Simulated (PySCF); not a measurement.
B(CCH)2(F), C4H2BF, SMILES C#CB(F)C#C at its PBE0/def2-SVP optimised geometry (Å):

```
8

B     -0.9244    -1.0574     0.0000
C     -1.7263     0.2434     0.0000
C     -2.3457     1.2912    -0.0018
H     -2.8964     2.2156    -0.0039
C      0.6036    -1.0574     0.0000
C      1.8206    -1.0381    -0.0027
H      2.8964    -1.0254    -0.0057
F     -1.5693    -2.2156     0.0013
```

Computed with PBE0/def2-TZVP (PySCF).

Map of the LUMO amplitude (bohr^(-3/2)) on the plane z = 1.2 Å; orbital energy -2.32 eV, overall sign arbitrary:

```
|3333333333333333333333333333333|
|3333333333333333333333333333333|
|3333333333333333333333333333333|
|3333333333333333333333333333333|
|3333333333333333333333333333333|
|3333333333333333333333333333333|
|3333333333333333333333333333333|
|3333322222233333333333333333333|
|3333222112223333333333333333333|
|3333221101123333333333333333333|
|3333211000123333333333333333333|
|3333210000123344433333333333333|
|3333221001234444443333333333333|
|3333222122344544443333333333333|
|3333332334556655443332223333333|
|3333333345677766543222222333333|
|3333334456788876543211112233333|
|3333344456799987653100012233333|
|3333344456799998653100012233333|
|3333344445678987643100012233333|
|3333344444567776543211112233333|
|3333333333345565543222222333333|
|3333333333334455443322223333333|
|3333333333233444443333333333333|
|3333333333333344443333333333333|
|3333333333333334433333333333333|
|3333333333333333333333333333333|
|3333333333333333333333333333333|
|3333333333333333333333333333333|
|3333333333333333333333333333333|
|3333333333333333333333333333333|
```
Scale: ten equal steps from -0.053 (start of '0') to 0.085 (end of '9'), in the order '0123456789'; x runs from -5.00 to 5.00, y from -5.00 (bottom) to 5.00 (top).
